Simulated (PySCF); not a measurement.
Correlation energy of Br²⁺ (bromine, charge +2)

[Ar] 3d10 4s2 4p3, high-spin 4S determinant. Computed with PySCF 2.14 in pcseg-2 (6s5p3d1f, 43 functions), with the non-relativistic Hamiltonian (point nucleus). Frozen: [Ar] 3d10; 5 electrons correlated.

MP2 pair energies summed by pair of shells (mhartree):

```
 pair  energy  share (%)
4s-4p  -52.51       67.0
4p-4p  -17.49       22.3
4s-4s   -8.39       10.7
```

Total MP2 correlation energy: -78.40 mhartree.

Same-spin part -20.50 and opposite-spin part -57.90 mhartree; SCS-MP2 scales them by 1/3 and 6/5 to -76.31 mhartree.

```
  level  correlation energy (mhartree)
   CCSD                         -93.77
    (T)                          -2.36
CCSD(T)                         -96.13
```

Diagnostics: T1 = 0.0014, D1 = 0.0030, largest double amplitude 0.055.

Question: Is a single reference adequate?

Answer: Yes, within this model without spin-orbit coupling: T1 lies below 0.03 and no double amplitude reaches 0.07.
